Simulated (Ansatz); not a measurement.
C₂H₆AlClSi, relaxed with RKS PBE0-D4/def2-TZVP in the Gaussian-basis code of Ansatz from a PBE-D4/def2-SVP geometry. The force threshold is 0.005 eV/Å; the program also tests the step.

Total charge 0; spin multiplicity 1. The bonds changed during the relaxation, so this is another structure than the one it started from.

Start:

```xyz
11

Cl   -1.362    0.122    1.775
C     0.058    0.985    0.759
C     1.035   -0.110    0.347
Si    0.052   -1.136   -0.999
Al   -1.420    0.775   -0.584
H     0.411    1.775    1.447
H     1.865    0.405   -0.191
H     1.491   -0.676    1.189
H    -0.331   -2.521   -0.540
H     0.884   -1.296   -2.249
H    -2.684    1.677   -0.954
```

(1) By how much does the energy fall, and how many steps does the optimiser take? (Estimate.)

(2) Which bonds change most? (An estimate is asked.)

(3) Give the relaxed structure. (An estimate is asked.)

Results:

(1) The calculation gave: 1.11 kcal/mol, in 6 steps.

(2) The calculation gave: Cl1–C2 from 1.947 to 1.899 Å; Cl1–Al5 from 2.448 to 2.409 Å; C3–Si4 from 1.957 to 1.931 Å; C2–Al5 from 2.008 to 1.984 Å.

(3) Ansatz gave: 
```xyz
11

Cl   -1.332    0.131    1.746
C     0.048    0.974    0.752
C     1.026   -0.113    0.343
Si    0.058   -1.125   -0.988
Al   -1.411    0.766   -0.576
H     0.406    1.757    1.418
H     1.848    0.393   -0.180
H     1.460   -0.673    1.177
H    -0.320   -2.494   -0.538
H     0.880   -1.281   -2.223
H    -2.663    1.665   -0.931
```
